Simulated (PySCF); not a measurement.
Molfile (atoms numbered from 1):
```
C5H6OS
     RDKit          3D

 13 13  0  0  0  0  0  0  0  0999 V2000
    2.4172    0.1990    0.2284 C   0  0  0  0  0  0  0  0  0  0  0  0
    1.4403   -0.3644   -0.6177 O   0  0  0  0  0  0  0  0  0  0  0  0
    0.1586   -0.1734   -0.2761 C   0  0  0  0  0  0  0  0  0  0  0  0
   -0.9152   -0.6617   -0.9621 C   0  0  0  0  0  0  0  0  0  0  0  0
   -2.1423   -0.2890   -0.3607 C   0  0  0  0  0  0  0  0  0  0  0  0
   -1.9903    0.4688    0.7585 C   0  0  0  0  0  0  0  0  0  0  0  0
   -0.3339    0.7439    1.1073 S   0  0  0  0  0  0  0  0  0  0  0  0
    2.3259    1.2903    0.2605 H   0  0  0  0  0  0  0  0  0  0  0  0
    2.3341   -0.2010    1.2447 H   0  0  0  0  0  0  0  0  0  0  0  0
    3.3839   -0.0724   -0.1910 H   0  0  0  0  0  0  0  0  0  0  0  0
   -0.8134   -1.2588   -1.8571 H   0  0  0  0  0  0  0  0  0  0  0  0
   -3.1098   -0.5774   -0.7500 H   0  0  0  0  0  0  0  0  0  0  0  0
   -2.7483    0.8802    1.4058 H   0  0  0  0  0  0  0  0  0  0  0  0
  1  2  1  0
  2  3  1  0
  3  4  2  0
  4  5  1  0
  5  6  2  0
  6  7  1  0
  7  3  1  0
  1  8  1  0
  1  9  1  0
  1 10  1  0
  4 11  1  0
  5 12  1  0
  6 13  1  0
M  END
```

Geometry: PBE0-D3(BJ)/def2-TZVP; GIAO absolute shieldings from PySCF 2.14, gas phase, non-relativistic, averaged over equivalent atoms.

At B97-2/pcSseg-2 (343 basis functions, 53 s wall time on 1 thread of an Arm Neoverse V1, shared host):
```json
{"atoms": "C3", "σ (ppm)": "8.9"}
{"atoms": "C5", "σ (ppm)": "53.0"}
{"atoms": "C6", "σ (ppm)": "70.9"}
{"atoms": "C4", "σ (ppm)": "76.3"}
{"atoms": "C1", "σ (ppm)": "124.1"}
{"atoms": "O2", "σ (ppm)": "229.9"}
{"atoms": "S7", "σ (ppm)": "326.4"}
{"atoms": "H12", "σ (ppm)": "24.56"}
{"atoms": "H11", "σ (ppm)": "25.13"}
{"atoms": "H13", "σ (ppm)": "25.17"}
{"atoms": "H8/H9/H10", "σ (ppm)": "27.79"}
```

What do these become at PBE0/pcSseg-2?

Results:


| atoms | σ at PBE0/pcSseg-2 | change |
| --- | --- | --- |
| C3 | 6.2 | -2.7 |
| C5 | 50.8 | -2.2 |
| C6 | 69.1 | -1.8 |
| C4 | 74.6 | -1.7 |
| C1 | 124.5 | +0.4 |
| O2 | 231.3 | +1.4 |
| S7 | 320.7 | -5.7 |
| H12 | 24.40 | -0.16 |
| H11 | 24.97 | -0.16 |
| H13 | 25.00 | -0.17 |
| H8/H9/H10 | 27.67 | -0.12 |

The largest change is at S7 (aromatic ring sulfur). Cost: 343 basis functions, 59 s wall time on 1 thread of an Arm Neoverse V1, shared host. The order of the carbon signals is the same at both levels.
